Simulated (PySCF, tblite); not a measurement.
Isomers of C6H8FN, one GFN2-xTB conformer each. Single-point energies are computed at PBE0/pcSseg-1 (PySCF, gas phase, no added dispersion term), electronic only.

```
                  SMILES  GFN2-xTB relative energy (kcal/mol)
[H]/N=C1/C(F)=CC[C@@H]1C                                  0.0
          C/C(=C\C#N)CCF                                 12.7
```

Conformers: `[CH3:1]/[C:2](=[CH:3]\[C:4]#[N:5])[CH2:6][CH2:7][F:8]` with C1–C2–C6–C7 -91°, C2–C6–C7–F8 -66°.

**Question.** What does PBE0/pcSseg-1 give for the same structures?

**Answer.** 
| SMILES | PBE0/pcSseg-1 E (Eh) | PBE0/pcSseg-1 (kcal/mol) | GFN2-xTB (kcal/mol) | point group |
| --- | --- | --- | --- | --- |
| [H]/N=C1/C(F)=CC[C@@H]1C | -387.53516 | 0.0 | 0.0 | C1 |
| C/C(=C\C#N)CCF | -387.52962 | 3.5 | 12.7 | C1 |

Both levels put the same isomer lowest. As drawn, the lower has a C=N bond and an N–H bond, which the higher lacks; the higher has a C≡N group, which the lower lacks.

**Question.** Which frontier levels, dipoles and rotational constants go with these structures?

**Answer.** 
```csv
SMILES,"HOMO (eV, PBE0/pcSseg-1)",LUMO (eV),dipole (D),"A, B, C (MHz)"
[H]/N=C1/C(F)=CC[C@@H]1C,-7.23,-1.03,4.00,"3141, 1946, 1322"
C/C(=C\C#N)CCF,-7.70,-1.27,5.63,"3586, 1167, 974.8"
```

**Question.** What happens when harmonic zero-point energies from GFN2-xTB frequencies are added?

**Answer.** 
| SMILES | ZPE (kcal/mol) | electronic (kcal/mol) | with ZPE (kcal/mol) |
| --- | --- | --- | --- |
| [H]/N=C1/C(F)=CC[C@@H]1C | 80.1 | 0.0 | 0.0 |
| C/C(=C\C#N)CCF | 78.7 | 3.5 | 2.0 |

The zero-point energies span 1.4 kcal/mol. The order is unchanged.

**Question.** As an exercise, what shares would exp(−E/RT) give at 1000 K from these electronic energies alone (no entropy, no degeneracies)?

**Answer.** RT = 1.987 kcal/mol: [H]/N=C1/C(F)=CC[C@@H]1C 85.2 %, C/C(=C\C#N)CCF 14.8 %.
